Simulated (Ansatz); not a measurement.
Born–Oppenheimer molecular dynamics of C₂H₈AlClSSi (14 atoms, charge 0, multiplicity 1). It starts from a relaxed structure.

Method: RKS BHLYP-D4/STO-3G in Ansatz 0.2.0.

```yaml
ensemble: NVT, Langevin thermostat
time_step: 0.5 fs
steps_asked: 106
set_temperature: 300 K
friction: 0.02 /fs
masses: H 2.014 u
seed: 45312
```

First frame:

```xyz
14
Properties=species:S:1:pos:R:3
C 0.450 -1.960 0.777
Si 0.476 -0.457 -0.314
S 1.918 -0.679 -1.820
Cl -1.516 -0.480 -1.265
C 0.215 1.196 0.458
Al -1.614 1.596 -0.055
H -0.383 -1.915 1.475
H 1.371 -2.023 1.355
H 0.356 -2.874 0.193
H 1.866 0.608 -2.206
H 0.935 1.915 0.076
H 0.364 1.127 1.532
H -1.792 2.593 -1.141
H -2.660 1.323 0.962
```

Task: How far do the bonds stretch over the last three quarters of this one trajectory? (Pairs bonded in most of those frames.)

Result: 
| bond | mean (Å) | spread (Å) | shortest | longest |
| --- | --- | --- | --- | --- |
| C1–Si2 | 1.855 | 0.023 | 1.83 | 1.89 |
| C1–H7 | 1.091 | 0.014 | 1.07 | 1.11 |
| C1–H8 | 1.093 | 0.020 | 1.06 | 1.13 |
| C1–H9 | 1.088 | 0.022 | 1.05 | 1.13 |
| Si2–S3 | 2.100 | 0.009 | 2.09 | 2.12 |
| Si2–Cl4 | 2.224 | 0.017 | 2.19 | 2.24 |
| Si2–C5 | 1.857 | 0.030 | 1.82 | 1.92 |
| S3–H10 | 1.349 | 0.018 | 1.31 | 1.39 |
| Cl4–Al6 | 2.392 | 0.021 | 2.35 | 2.43 |
| C5–Al6 | 1.954 | 0.019 | 1.91 | 1.98 |
| C5–H11 | 1.093 | 0.011 | 1.07 | 1.11 |
| C5–H12 | 1.091 | 0.011 | 1.07 | 1.11 |
| Al6–H13 | 1.487 | 0.027 | 1.44 | 1.53 |
| Al6–H14 | 1.494 | 0.033 | 1.44 | 1.55 |

Mean temperature of the second half: 276 K. A run of 0.053 ps of so small a system gives no equilibrium averages. Limits of this set-up: minimal basis.

Run time: 5.1 min on 1 thread of Arm Neoverse V2, on a shared host, peak memory 0.12 GiB.
